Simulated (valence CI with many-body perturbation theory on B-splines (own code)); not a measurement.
Pm40+: key properties

Calculated by configuration interaction combined with many-body perturbation theory (CI+MBPT): three valence electrons over a frozen Dirac-Fock core [Ar], a basis of 7 s, 7 p, 8 d, 6 f, 4 g, 1 h functions for each j, with the one-electron correlation potential Σ1 (screened to all orders), the two-electron term Σ2, the three-electron term Σ3, Breit, model QED; selected single and double excitations, second order for the rest, scaled by the run's own slope (own B-spline code, finite nucleus).

No measured spectrum was set against this ion. As an estimate, large intervals hold to a few tenths of a per cent, small ones and those within an open d or f shell to about a per cent. Only levels of the ground parity were solved; by the run's estimate the other parity begins above the list, which can be wrong where configurations are misplaced.

Levels are named by their leading jj configuration (3d3/2^4 stands for four electrons in 3d with j = 3/2), which in mixed levels can hold well under half, so a name can repeat and another be missing.

Rates and lifetimes use the calculated energies. Strong lines usually hold to 10 to 20 %, long lifetimes can be off by a factor of two.

Question: What is the ground level?

Answer: (3d3/2^3) J=3/2, composition 54 % 3d³ ⁴F + 34 % 3d³ ²D + 8 % 3d³ ²P, g = 0.654.

Question: How well does LS coupling describe the low levels?

Answer: Among the lowest 19 levels the leading LS term, summed over configurations, holds 59 % on average. For single configurations the figures are 59 % in LS and 92 % in jj coupling. Terms mix most in the J = 3/2 level at 229850 cm⁻¹, where the leading one holds 40 %.

Question: Name the longest-lived excited levels whose lifetime is computed, and their main decay.

Answer: (3d3/2^2 3d5/2) J=9/2 at 251540 cm⁻¹ lives 191 ms, mostly by M1 to (3d3/2^2 3d5/2) J=7/2.

Question: What is the ionisation energy?

Answer: 2998.3 eV; NIST lists 2997 ± 4 eV (theoretical).
